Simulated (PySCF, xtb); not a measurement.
C2H4N2OSi, SMILES N#C/N=C/O[SiH3]. The values are those of a single conformer.

Harmonic wavenumbers (cm⁻¹) from GFN2-xTB (xtb) at its own minimum, in rising order: 80, 103, 143, 180, 243, 515, 528, 547, 604, 658, 689, 739, 770, 799, 889, 1096, 1281, 1336, 1700, 2311, 2321, 2347, 2370, 2873.

Task: What does PBE-D3(BJ)/def2-SVP (PySCF 2.14.0) give at its own minimum? (An estimate is asked for; the answer gives what the named calculation found.)

Result: 97, 131, 207, 209, 278, 536, 542, 578, 670, 672, 722, 896, 900, 917, 957, 1080, 1289, 1344, 1664, 2205, 2227, 2228, 2261, 3048. Paired by order, the mean absolute difference is 62 cm⁻¹ and the zero-point energies are 35.9 and 36.7 kcal/mol.
